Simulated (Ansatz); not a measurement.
Ansatz results at the PBE0-D4/def2-TZVP geometry: LUMO energy (ωB97M-V/def2-TZVPP) 1.10 eV; size of the dipole moment (PBE/def2-TZVPP) 2.03 D; HOMO energy (PBE0/def2-TZVPP) -7.82 eV.

Each molecule was computed in one conformer, which needn't be the lowest.

Problem. Which molecule gave them?
A. `C[SiH](S)C=O`
B. `BC(F)(Cl)[SiH2]N`
C. `[SeH][SiH2][TeH]`
D. `OCB1C=C1`

Solution. B. The others give `[SeH][SiH2][TeH]`: 0.84, 0.77, -6.70; `C[SiH](S)C=O`: 0.56, 1.16, -6.91; `OCB1C=C1`: 1.77, 2.47, -7.64.
